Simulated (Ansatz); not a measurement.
Job for Ansatz (a first-principles code): R-B3LYP/def2-TZVPPD on C5H12 (a complex), monomers drawn apart or pushed together. Files ending in .json are basis or fitting sets from the Basis Set Exchange.

Ansatz 0.2 input:
```yaml
crystal:
  periodic: [false, false, false]
  atoms:
    - {symbol: C, position_ang: [0.64729091, -0.33917359, 0.27888668]}
    - {symbol: C, position_ang: [-0.54019352, 0.23663720, 0.16782548]}
    - {symbol: H, position_ang: [1.49451424, 0.18189544, 0.70759779]}
    - {symbol: H, position_ang: [0.82014564, -1.35622128, -0.05164623]}
    - {symbol: H, position_ang: [-1.38918549, -0.28459501, -0.25755980]}
    - {symbol: H, position_ang: [-0.71309671, 1.25336243, 0.49940167]}
    - {symbol: C, position_ang: [-1.21006714, -0.49051949, 5.15034962]}
    - {symbol: C, position_ang: [0.31440722, -0.43800978, 5.17434723]}
    - {symbol: C, position_ang: [0.85538290, 0.98543782, 5.07523458]}
    - {symbol: H, position_ang: [-1.57755422, -1.51494719, 5.23653785]}
    - {symbol: H, position_ang: [-1.63648080, 0.08807271, 5.97390578]}
    - {symbol: H, position_ang: [-1.59647761, -0.07575669, 4.21660753]}
    - {symbol: H, position_ang: [0.70774334, -1.03386709, 4.34630869]}
    - {symbol: H, position_ang: [0.68340294, -0.90497142, 6.09256672]}
    - {symbol: H, position_ang: [1.94714641, 1.00274878, 5.08293170]}
    - {symbol: H, position_ang: [0.51951959, 1.46596823, 4.15346567]}
    - {symbol: H, position_ang: [0.50658269, 1.59730646, 5.91099299]}
basis:
  gaussian:
    orbitals: def2-TZVPPD.json
hamiltonian:
  xc: {name: B3LYP}
scf: {lower_state_search: off}
```

The head of its log:

```
WARN ansatz: RAYON_NUM_THREADS=1 ignored (pool sized by the plan → 1); use --threads N
Functional definition: B3LYP
these checks for a lower state are left out or cut short: stability, starts, cluster_reference, orbital_swaps, neighbouring_geometries, increment
integrals: 0.34 GiB planned
1578 factors; their error is unknown
mean field: 2.02 GiB planned
mean field evaluation 1: about -5366.0750 eV, gradient 8.4e1 eV
mean field evaluation 2: about -5353.8049 eV, gradient 1.1e2 eV
```

### Question
Give the final energy of this run.

### Answer
-197.8208 hartree.
